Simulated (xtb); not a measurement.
F₆Se, charge +1, doublet, at a GFN2-xTB geometry of the parent state (a state made from the parent by changing its charge; the spin is typed, not shown lowest); GFN2-xTB (xtb).

The xtb input:
```
$ xtb mol.xyz --gfn 2 --chrg 1 --uhf 1 --json

# file mol.xyz
7

F      1.10914278    -1.83390655    -0.26079841
Se     0.02452152    -0.00240968    -0.04108596
F      1.47453512     1.55844914    -0.24167999
F     -1.20518541    -1.08465898     0.44499506
F     -1.22685075     0.14212501    -1.77089370
F      0.70282702    -0.08429687     1.52509206
F     -0.94710561     1.31139148     0.45849858
```

It wrote (shortened):

```
   ID    Z sym.   atoms
    1    9 F      1, 3-7
    2   34 Se     2

           -------------------------------------------------
          |                Calculation Setup                |
           -------------------------------------------------

molecular fragmentation (1/2 indicates fragments):
1111112
# atoms in fragment 1/2:     6     1
 fragment masses (1/2) :      173.95       19.00
CMA distance (Bohr)    :   3.526
constraining FC (au)   :  0.0500

           -------------------------------------------------
          |                 G F N 2 - x T B                 |
           -------------------------------------------------

          ...................................................
          :                      SETUP                      :
          :.................................................:
          :  # basis functions                  34          :
          :  # atomic orbitals                  33          :
          :  # shells                           15          :
          :  # electrons                        47          :
          :  max. iterations                   250          :
          :  Hamiltonian                  GFN2-xTB          :
          :  restarted?                      false          :
          :  GBSA solvation                  false          :
          :  PC potential                    false          :
          :  electronic temp.          300.0000000     K    :
          :  accuracy                    1.0000000          :
          :  -> integral cutoff          0.2500000E+02      :
          :  -> integral neglect         0.1000000E-07      :
          :  -> SCF convergence          0.1000000E-05 Eh   :
          :  -> wf. convergence          0.1000000E-03 e    :
          :  Broyden damping             0.4000000          :
          :  net charge                          1          :
          :  unpaired electrons                  1          :
          ...................................................

 iter      E             dE          RMSdq      gap      omega  full diag
   1    -30.5867528 -0.305868E+02  0.938E+00    1.85       0.0  T
   2    -30.7711660 -0.184413E+00  0.313E+00    1.36       1.0  T
   3    -30.7400394  0.311266E-01  0.215E+00    1.28       1.0  T
   4    -30.7576518 -0.176124E-01  0.226E+00    1.19       1.0  T
   5    -30.7363543  0.212975E-01  0.193E+00    1.22       1.0  T
   6    -30.5436118  0.192742E+00  0.396E+00    1.07       1.0  T
   7    -30.5023818  0.412300E-01  0.422E+00    1.01       1.0  T
   8    -30.7352267 -0.232845E+00  0.176E+00    1.25       1.0  T
   9    -30.7723409 -0.371142E-01  0.788E-01    1.29       1.0  T
  10    -30.7746504 -0.230949E-02  0.680E-01    1.30       1.0  T
  11    -30.7770021 -0.235171E-02  0.521E-01    1.32       1.0  T
  12    -30.7743721  0.263004E-02  0.610E-01    1.32       1.0  T
  13    -30.7782073 -0.383528E-02  0.331E-01    1.32       1.0  T
  14    -30.7795869 -0.137958E-02  0.117E-01    1.33       1.0  T
  15    -30.7793526  0.234291E-03  0.164E-01    1.33       1.0  T
  16    -30.7796345 -0.281922E-03  0.851E-02    1.33       1.0  T
  17    -30.7797150 -0.804934E-04  0.367E-02    1.33       1.0  T
  18    -30.7797239 -0.888628E-05  0.240E-02    1.33       1.6  T
  19    -30.7797275 -0.355133E-05  0.143E-02    1.33       2.6  T
  20    -30.7797282 -0.774523E-06  0.122E-02    1.33       3.1  T
  21    -30.7797302 -0.200043E-05  0.133E-03    1.33      28.5  T
  22    -30.7797302  0.502363E-08  0.140E-03    1.33      27.0  T
  23    -30.7797303 -0.265526E-07  0.229E-04    1.33     164.9  T
  24    -30.7797303 -0.540215E-09  0.941E-05    1.33     401.8  T

   *** convergence criteria satisfied after 24 iterations ***

         :::::::::::::::::::::::::::::::::::::::::::::::::::::
         ::                     SUMMARY                     ::
         :::::::::::::::::::::::::::::::::::::::::::::::::::::
         :: total energy             -30.771609430169 Eh    ::
[...]
        14        2.0000           -0.8214682             -22.3533
        15        2.0000           -0.8194073             -22.2972
        16        2.0000           -0.8194071             -22.2972
        17        1.9987           -0.8153970             -22.1881
        18        1.9987           -0.8153970             -22.1881
        19        1.9424           -0.8117564             -22.0890
        20        1.9424           -0.8117563             -22.0890
        21        1.8432           -0.8106992             -22.0602
        22        1.8404           -0.8106787             -22.0597
        23        1.7171           -0.8099844             -22.0408
        24        1.7171           -0.8099844             -22.0408 (HOMO)
        25                         -0.7611909             -20.7131 (LUMO)
        26                         -0.5062906             -13.7769
        27                         -0.5062906             -13.7769
        28                         -0.3872021             -10.5363
        29                         -0.0699933              -1.9046
        30                         -0.0699933              -1.9046
        31                         -0.0627800              -1.7083
        32                          1.2509328              34.0396
        33                          1.2509329              34.0396
      -------------------------------------------------------------
                  HL-Gap            0.0487935 Eh            1.3277 eV
             Fermi-level           -0.7970916 Eh          -21.6900 eV

     #   Z          covCN         q      C6AA      α(0)
     1   9 F        0.624     0.017     9.249     3.588
     2  34 Se       4.222     1.096   202.392    24.789
     3   9 F        0.624     0.017     9.249     3.588
     4   9 F        0.783    -0.049     9.788     3.696
     5   9 F        0.624     0.017     9.249     3.588
     6   9 F        0.783    -0.049     9.788     3.696
     7   9 F        0.783    -0.049     9.788     3.696

 Mol. C6AA /au·bohr⁶  :       1036.878217
 Mol. C8AA /au·bohr⁸  :      37426.323508
 Mol. α(0) /au        :         46.640342

Wiberg/Mayer (AO) data.
largest (>0.10) Wiberg bond orders for each atom

 ---------------------------------------------------------------------------
     #   Z sym  total        # sym  WBO       # sym  WBO       # sym  WBO
 ---------------------------------------------------------------------------
     1   9 F    1.091 --     2 Se   0.574     5 F    0.167     3 F    0.167
     2  34 Se   4.886 --     6 F    1.055     7 F    1.055     4 F    1.055
                             5 F    0.574     1 F    0.574     3 F    0.574
     3   9 F    1.091 --     2 Se   0.574     1 F    0.167     5 F    0.167
     4   9 F    1.351 --     2 Se   1.055
     5   9 F    1.091 --     2 Se   0.574     1 F    0.167     3 F    0.167
     6   9 F    1.351 --     2 Se   1.055
     7   9 F    1.351 --     2 Se   1.055
 ---------------------------------------------------------------------------

Topologies differ in total number of bonds
Writing topology from bond orders to xtbtopo.mol

molecular dipole:
                 x           y           z       tot (Debye)
 q only:        0.229      -0.022      -0.384
   full:        0.281      -0.028      -0.471       1.396
molecular quadrupole (traceless):
                xx          xy          yy          xz          yz          zz
 q only:        0.017       0.006       0.081       0.108      -0.011      -0.099
  q+dip:       -0.022      -0.008      -0.101      -0.134       0.013       0.123
   full:       -0.090      -0.032      -0.415      -0.551       0.054       0.505

           -------------------------------------------------
          | TOTAL ENERGY              -30.771609430169 Eh   |
          | GRADIENT NORM               0.049300228106 Eh/α |
          | HOMO-LUMO GAP               1.327739159650 eV   |
           -------------------------------------------------

normal termination of xtb
```
